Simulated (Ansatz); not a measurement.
Cost and result for the atomization energy of CH$_{6}$BNOSe (`B[Se]C(N)O`) (11 atoms, 10 bonds).

Z-matrix (Å, degrees):
```
C
Se 1 2.004
O 1 1.388 2 113.2
N 1 1.425 2 106.7 3 -130.3
H 1 1.090 2 104.1 3 114.1
B 2 1.879 1 101.6 3 35.4
H 3 0.965 1 108.9 2 -57.0
H 4 1.014 1 110.5 2 -179.2
H 4 1.012 1 112.4 2 58.4
H 6 1.191 2 116.6 1 178.0
H 6 1.197 2 122.5 1 -1.5
```

The species carries charge 0 and has multiplicity 1. Correlated methods include outer-core shells of Se, which these sets cover unevenly. Scalar relativity is left out up to krypton. The structure was optimised at the PBE0-D4/def2-TZVP level. It is one conformer, not always the lowest. Program: Ansatz. All runs use 4 threads of an Arm Neoverse V1 on a shared host. Times are those of one run each, without the atoms' runs, and a repeat can differ threefold. Electronic energies, without spin–orbit coupling; frozen cores. CCSD(T)/CBS adds CCSD(T) − MP2 in def2-TZVPP to the MP2 limit, and its time is that of the two runs behind it. T1 = 0.013. With those shells the extrapolation isn't a true limit. B3LYP takes the VWN-RPA correlation (the form of Gaussian; ORCA's B3LYP/G).

CCSD(T)/CBS is a level of theory with its own doubt, some kJ/mol a heavy atom from the limit and from the frozen cores, so smaller differences don't rank the functionals.

```tsv
level	functions	wall time	atomization (kcal/mol)	difference from CCSD(T)/CBS	per bond
PBE-D4/def2-TZVPP (with forces)	256	3.1 s	949.2	27.8	2.8
PBE0-D4/def2-TZVPP	256	3.8 s	925.0	3.6	0.4
B3LYP-D4/def2-TZVPP (with forces)	256	6 s	923.2	1.8	0.2
r2SCAN-D4/def2-TZVPP (with forces)	256	6.5 s	924.9	3.5	0.3
B2PLYP/def2-TZVPP	256	8 s	911.0	-10.4	-1.0
ωB97X-V/def2-TZVPP	256	11 s	923.6	2.2	0.2
ωB97M-V/def2-TZVPP (with forces)	256	16 s	923.2	1.8	0.2
MP2/def2-QZVPP	497	32 s	927.4	6.0	0.6
CCSD(T)/def2-TZVPP	256	5.6 min	894.2	-27.2	-2.7
CCSD(T)/CBS(def2)	–	6.1 min	921.4	0.0	0.0
```

In def2-TZVPP, CCSD(T) changes the Hartree–Fock value by +263.9 kcal/mol (the triples alone add +17.3 kcal/mol) and MP2 by +281.2 kcal/mol; breaking electron pairs costs correlation energy, which Hartree–Fock lacks. From PBE to PBE0 (25 % exact exchange), in def2-TZVPP and without D4, the atomization energy moves by −23.3 kcal/mol: exact exchange takes away binding that semilocal exchange gives to molecules. The D4 term adds +9.1 kcal/mol with B3LYP and +4.7 kcal/mol with PBE0; it sums over pairs of atoms, weighted by their polarisabilities, and B3LYP, whose exchange is more repulsive, gets the larger term.
